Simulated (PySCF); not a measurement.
**Rhodium: a sound run and one with changed settings**

Sound run: Rh²⁺ [Kr] 4d7, Rh³⁺ [Kr] 4d6. Calculation: PySCF 2.14, in def2-TZVP with the def2 core potential (28 electrons); a scalar-relativistic core potential. The sound run starts from symmetry-adapted Hartree-Fock orbitals and uses a fine grid where one is needed.

A second run was set up differently.

| species | method | sound run (hartree) | changed run (hartree) | converged |
| --- | --- | --- | --- | --- |
| Rh²⁺ | UHF | -108.91677 | -108.91677 | yes |
| Rh²⁺ | BP86 | -109.61232 | -105.90770 | yes |
| Rh²⁺ | r2SCAN | -109.57188 | -105.45959 | yes |
| Rh³⁺ | UHF | -107.83587 | -107.83587 | yes |
| Rh³⁺ | BP86 | -108.45927 | -104.49494 | yes |
| Rh³⁺ | r2SCAN | -108.43749 | -104.04396 | yes |

Ionisation energy of Rh²⁺:

```csv
method,sound run (eV),changed run (eV)
UHF,29.413,29.413
BP86,31.376,38.443
```

Task: What was changed?
A. too few SCF iterations
B. a valence shell is frozen
C. minimal basis
D. radial grid too coarse

Result: D. It used radial step 1.2 in ln r (0.13 in the sound run). A coarse radial grid mis-integrates the density and the exchange-correlation energy, with errors of either sign; Hartree-Fock needs no grid.
